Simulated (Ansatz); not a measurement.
Ansatz (a first-principles code) job for C₆H₁₅F₂NSi, SMILES CCCC[Si](F)(F)N(C)C, CAM-B3LYP/def2-SVPD. Geometry optimised at B3LYP-D3(BJ)/def2-SVP. Other conformers were not sampled.

Ansatz 0.2 input:
```yaml
crystal:
  periodic: [false, false, false]
  atoms:
    - {symbol: C, position_ang: [-4.60840058, 0.09489763, -0.41356738]}
    - {symbol: C, position_ang: [-3.38196377, -0.38108365, 0.36272393]}
    - {symbol: C, position_ang: [-2.06303696, 0.11112750, -0.23592793]}
    - {symbol: C, position_ang: [-0.82362750, -0.36787116, 0.53819806]}
    - {symbol: Si, position_ang: [0.76522913, 0.23723179, -0.20654969]}
    - {symbol: F, position_ang: [0.74806162, 1.86807380, -0.16545950]}
    - {symbol: F, position_ang: [0.81127823, -0.08440543, -1.80080941]}
    - {symbol: N, position_ang: [2.17837298, -0.43606670, 0.47592884]}
    - {symbol: C, position_ang: [2.28039685, -0.82187284, 1.86920292]}
    - {symbol: C, position_ang: [3.44059647, -0.43744823, -0.24412176]}
    - {symbol: H, position_ang: [-4.58007432, -0.25828465, -1.45777704]}
    - {symbol: H, position_ang: [-4.65997050, 1.19604601, -0.44033655]}
    - {symbol: H, position_ang: [-5.54305445, -0.27275463, 0.03848662]}
    - {symbol: H, position_ang: [-3.44969665, -0.04287548, 1.41268980]}
    - {symbol: H, position_ang: [-3.37010606, -1.48543319, 0.40232066]}
    - {symbol: H, position_ang: [-1.98968041, -0.22207358, -1.28599024]}
    - {symbol: H, position_ang: [-2.06702978, 1.21481990, -0.27193343]}
    - {symbol: H, position_ang: [-0.79493780, -1.47133782, 0.57475256]}
    - {symbol: H, position_ang: [-0.88429903, -0.02808374, 1.58758722]}
    - {symbol: H, position_ang: [1.29163386, -0.83075958, 2.35112504]}
    - {symbol: H, position_ang: [2.70695352, -1.83809661, 1.96921679]}
    - {symbol: H, position_ang: [2.92828671, -0.13391261, 2.44767261]}
    - {symbol: H, position_ang: [3.91122130, -1.43794542, -0.20739040]}
    - {symbol: H, position_ang: [3.27777596, -0.18518863, -1.30147093]}
    - {symbol: H, position_ang: [4.16331304, 0.28759116, 0.17861378]}
basis:
  gaussian:
    orbitals: def2-SVPD
hamiltonian:
  xc: {name: CAM-B3LYP}
```

Output:

```
WARN ansatz: RAYON_NUM_THREADS=2 ignored (pool sized by the plan → 2); use --threads N
Functional definition: CAM-B3LYP
integrals: 0.64 GiB planned
2756 factors; their error is unknown
integrals: 0.65 GiB planned
1118 factors; integrals over basis functions are off by at most 1.6e-5 eV
mean field: 3.49 GiB planned
mean field evaluation 1: about -21244.2864 eV, gradient 7.4e1 eV
mean field evaluation 2: about -21244.5205 eV, gradient 7.7e1 eV
mean field evaluation 4: about -21255.8270 eV, gradient 2.7e0 eV
mean field evaluation 8: about -21255.8418 eV, gradient 1.5e-1 eV
mean field evaluation 16: about -21255.8315 eV, gradient 8.0e-4 eV
mean field -21255.83153774 eV, -781.1374012920 hartree, gradient 3.7e-5 eV, S^2 0.000000; 0 other end points of the search recorded, 0 dependent functions left out
reference -21255.83173596 eV, -781.1374085762 hartree; 45, 45 occupied and 285, 285 virtual orbitals, 2756 factors
Total energy: -21255.83173596 eV, -781.1374085762 hartree
```

The calculation finished and met its thresholds.

Cost: very roughly 40 core-seconds.
